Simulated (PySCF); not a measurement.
**Bi: excitation energy**

Bi [Xe] 4f14 5d10 6s2 6p3 (4S) → Bi [Xe] 4f14 5d10 6s1 6p3 6d1 (6D), as a difference of total energies. Computed with PySCF 2.14 in aug-cc-pVQZ-DK3, with the spin-free X2C one-electron Hamiltonian (Gaussian nucleus). The calculations carry no spin-orbit coupling.

```json
{"method": "UHF", "excitation energy (eV)": "12.939"}
{"method": "M06-2X", "excitation energy (eV)": "14.653"}
{"method": "TPSS", "excitation energy (eV)": "15.016"}
```

Spin-orbit coupling is strong in these open shells (close to jj coupling). The scalar numbers leave it out and a first-order estimate fails, so it can dominate the gap to the real levels.

The upper state lies above the first ionisation limit.

The promoted electron is Rydberg-like, and one or two diffuse shells describe it only roughly, which tends to raise the upper state.
